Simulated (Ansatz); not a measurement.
Species: BP2H4, charge 0, doublet. BP2H4 (SMILES [PH]BP, doublet).
B3LYP-D3(BJ)/def2-TZVP minimum from Ansatz (a program for electronic structure):
```
B
H 1 1.1898
P 1 1.8695 2 117.24
H 3 1.4091 1 106.14 2 150.95
H 3 1.4103 4 100.17 1 110.26
P 1 1.8768 2 120.73 3 -178.35
H 6 1.4249 1 97.66 2 157.20
```
Charge 0, spin multiplicity 2.

Total energies in cc-pV(D+d)Z, 17 correlated electrons, 11 frozen orbitals. Open shells are spin-unrestricted; no spin-orbit coupling. Cores are frozen in correlated methods. No relativity.

```csv
method,program,energy (Eh),minus CCSDT(Q) (mEh)
HF,Ansatz,-708.46378,378.99
MP2,Ansatz,-708.77144,71.33
CCSD,Ansatz,-708.82745,15.32
CCSD(T),Ansatz,-708.84006,2.70
CCSDT(Q),Ansatz,-708.84277,0.00
```

Rough core times of Ansatz's runs on a shared machine: CCSD(T) 20 s, CCSDT(Q) 40 min.
